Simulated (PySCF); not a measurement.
**Solvent effects on NMR parameters**

Structure with atom numbers: `[CH2:1]=[CH:2][C@@:3]([F:4])([C@H:5]1[CH2:6][O:7]1)[C:8]([F:9])([F:10])[F:11]`; H(Xn) means a hydrogen on atom n. Ha(C1) is cis to C3; Ha(C6) is cis to C3 on the ring; Hb(C1) is trans to C3; Hb(C6) is trans to C3 on the ring.

GIAO PBE0/pcSseg-1 in PySCF 2.14 on one PBE0-D3(BJ)/def2-SVP conformer, non-relativistic, equivalent nuclei averaged. Solvents enter as an IEF-PCM continuum (benzene with ε = 2.3, dimethylsulfoxide with ε = 46.8) around the gas-phase geometry. Shifts are referred to TMS, CFCl3 computed in the same medium.

In benzene, δ in ppm: C2 136.1, C1 132.9, C8 128.9, C3 97.0, C5 48.3, C6 41.6, F9/F10/F11 -93.0, F4 -209.2, Ha(C1) 6.21, Hb(C1) 6.11, H(C2) 6.08, H(C5) 3.25, Hb(C6) 2.77, Ha(C6) 2.63. Dipole moment 2.57 D.

**Question.** How does each δ change in the more polar medium?

**Answer.** 
| atoms | environment | Δδ, dimethylsulfoxide |
| --- | --- | --- |
| C2 | alkene CH | 0.0 |
| C1 | terminal =CH2 carbon | +1.6 |
| C8 | CF3 carbon | +0.7 |
| C3 | allylic fully substituted sp3 carbon bonded to F | +0.9 |
| C5 | epoxide ring carbon | +0.4 |
| C6 | epoxide ring carbon | +1.0 |
| F9/F10/F11 | fluorine of a CF3 group | +0.8 |
| F4 | fluorine on an sp3 carbon | +0.5 |
| Ha(C1) | hydrogen on a terminal =CH2 carbon | +0.06 |
| Hb(C1) | hydrogen on a terminal =CH2 carbon | +0.15 |
| H(C2) | hydrogen on an alkene CH | +0.01 |
| H(C5) | hydrogen on an epoxide ring carbon | +0.14 |
| Hb(C6) | hydrogen on an epoxide ring carbon | +0.20 |
| Ha(C6) | hydrogen on an epoxide ring carbon | +0.13 |

Changes are relative to benzene. The dipole moment becomes 2.85 D in dimethylsulfoxide.

**Question.** Which nuclei move most (in ppm), and what does the model miss?

**Answer.** C1 (terminal =CH2 carbon, +1.6 ppm) in dimethylsulfoxide. A continuum only polarises the solute; specific hydrogen bonds, the anisotropy of aromatic solvents and changes of geometry or conformer are outside it.
